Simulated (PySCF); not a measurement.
## Electron correlation in Cl⁺ (chlorine, charge +1)

[Ne] 3s2 3p4, high-spin 3P determinant. Calculation: PySCF 2.14, in x2c-TZVPall (5s5p2d1f, 37 functions); the spin-free X2C one-electron Hamiltonian (Gaussian nucleus). Frozen: [Ne]; 6 electrons correlated.

MP2 pair energies summed by pair of shells (mhartree):

| pair | energy | share (%) |
| --- | --- | --- |
| 3p-3p | -56.74 | 47.0 |
| 3s-3p | -54.92 | 45.5 |
| 3s-3s | -9.10 | 7.5 |

Total MP2 correlation energy: -120.76 mhartree.

Same-spin part -28.05 and opposite-spin part -92.71 mhartree; SCS-MP2 scales them by 1/3 and 6/5 to -120.60 mhartree.

```tsv
level	correlation energy (mhartree)
CCSD	-146.27
(T)	-4.30
CCSD(T)	-150.57
```

Diagnostics: T1 = 0.0086, D1 = 0.0278, largest double amplitude 0.059.

**Question.** Is a single reference adequate?

**Answer.** Yes: T1 lies below 0.03 and no double amplitude reaches 0.07.
